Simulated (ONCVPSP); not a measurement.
# Before and after: ONCV potential for Ar (Z = 18)

ONCVPSP 4.0.1 input, shortened (lines: element, Z, core and valence counts, functional; n l f; lmax; l rc ep ncon nbas qcut; lloc lpopt rc5 dvloc0; l nproj debl; icmod fcfact rcfact), LDA (Perdew-Wang 92), scalar-relativistic:

```
  Ar 18.00    3    2  -001012      upf
    1    0    2.00
    2    0    2.00
    2    1    6.00
    3    0    2.00
    3    1    4.50
    2
    0    1.05    0.00    4    8    4.80
    1    0.95    0.00    4    7    9.10
    2    0.85    0.02    4    8    9.60
    2    5    0.85    0.00
    0    2    2.90
    1    1    1.90
    2    0    2.50
    0    0.00    0.00
```

All-electron outer shells of the reference configuration (LDA (PZ), scalar-relativistic, ld1.x):

| shell | level (eV) | outermost node (bohr) | outermost maximum (bohr) |
| --- | --- | --- | --- |
| 2s | -317.62 | 0.12 | 0.34 |
| 2p | -251.60 | – | 0.28 |
| 3s | -43.38 | 0.52 | 1.16 |
| 3p | -28.68 | 0.49 | 1.25 |

Change: s: qcut 3.6; p: qcut 6.8; d: qcut 7.2.

Cutoffs: the cutoffs (Ha) at which the residual kinetic energy of the hardest occupied pseudo-wave falls to 1 and 0.1 mHa per electron; they do not see the model core or the augmentation charge, which bear on the density cutoff. Errors are all-electron minus pseudo energies relative to the spin-unpolarised reference configuration.

**Question.** What does the change do?

**Answer.** The potential gets neither clearly harder nor softer (127 Ha and 165 Ha → 141 Ha and 170 Ha); the p channel sets the loose cutoff, while the largest relative change is in s, which becomes harder; the errors of the 4 common tests hardly move; neither file shows a bound ghost.

```tsv
quantity	base	changed
cutoff, loose	127 Ha	141 Ha
cutoff, tight	165 Ha	170 Ha
loose cutoff by channel	s 60 Ha, p 127 Ha	s 125 Ha, p 141 Ha
bound ghosts	none	none
GHOST(+) flags under 300 eV	s at 175.9 eV	none
error for 3s2 3p6, meV [ΔE -28.86 eV]	+22	+21
error for 3s2 3p5, meV [ΔE -12.71 eV]	+4.1	+4.0
error for 3s2 3p4, meV [ΔE 16.03 eV]	+3.3	+3.3
error for 3s2 3p5.5, meV [ΔE -22.26 eV]	+12	+12
s: phases at 1.06 bohr within 0.05 rad from the reference energy up to (Ha; the scan ends near 5)	to the end of the scan	to the end of the scan
p: phases at 0.97 bohr within 0.05 rad from the reference energy up to (Ha; the scan ends near 5)	0.7	0.9
d: phases at 0.86 bohr within 0.05 rad from the reference energy up to (Ha; the scan ends near 5)	to the end of the scan	to the end of the scan
```
